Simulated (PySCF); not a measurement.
Spin states of CaS⁺

Unrestricted PBE0; Ca def2-SVPD, S def2-SVPD; no relativity (PySCF 2.14). Outer shells of the fragments: Ca+ 4s1; S 3s2 3p4.

Followed along the bond (rough minima from three points):

```json
{"2Ms+1": "2", "unpaired": "π ↑", "⟨S²⟩ at the start": "0.76", "R at minimum (Å)": "2.47", "Te (eV)": "0.00"}
{"2Ms+1": "2", "unpaired": "σ ↑", "⟨S²⟩ at the start": "0.75", "R at minimum (Å)": "2.33", "Te (eV)": "0.62"}
{"2Ms+1": "4", "unpaired": "σ ↑, π ↑↑", "⟨S²⟩ at the start": "3.75", "R at minimum (Å)": "none in the scan", "Te (eV)": "≤ 2.36"}
```

Solutions found at the starting distance of 2.675 Å, counted from the lowest of them; the search is not exhaustive and high or unbound solutions are not listed, so other states can lie among these:

| 2Ms+1 | unpaired | term | E (eV) | ⟨S²⟩ | ⟨Lz²⟩ | μ (D) |
| --- | --- | --- | --- | --- | --- | --- |
| 2 | π ↑ | ²Π | 0.00 | 0.76 | 1.01 | -11.06 |
| 2 | σ ↑ | ²Σ⁺ | 0.92 | 0.75 | 0.00 | -11.28 |
| 4 | σ ↑, π ↑↑ | ⁴Σ⁻ | 2.32 | 3.75 | 0.00 | -2.25 |
| 2 | σ ↓, π ↑↑ | mixed | 2.35 | 1.75 | 0.00 | -2.17 |
| 2 | σ ↑, π ↑↓ | mixed | 2.77 | 1.76 | 2.02 | -2.20 |
| 4 | σ ↑↑, π ↑ | ⁴Π | 3.04 | 3.75 | 1.02 | -2.54 |

A term symbol is given only where ⟨S²⟩ and ⟨Lz²⟩ are close to those of a pure state; real π, δ and φ orbitals otherwise mix terms. A positive dipole points towards S; it is taken about the centre of mass and depends on that origin.

Compare the gap between the two lowest followed solutions at the starting distance with the gap between their minima.

At PBE0 the second solution (doublet, unpaired electrons σ ↑) lies +0.92 eV from the first (doublet, unpaired electrons π ↑) at 2.675 Å and +0.62 eV at the minima; the two curves relax by different amounts, since their minima lie near 2.33 and 2.47 Å.

Counting both spins, an empty level lies below a filled one in some of these solutions, because spin and occupation are held.
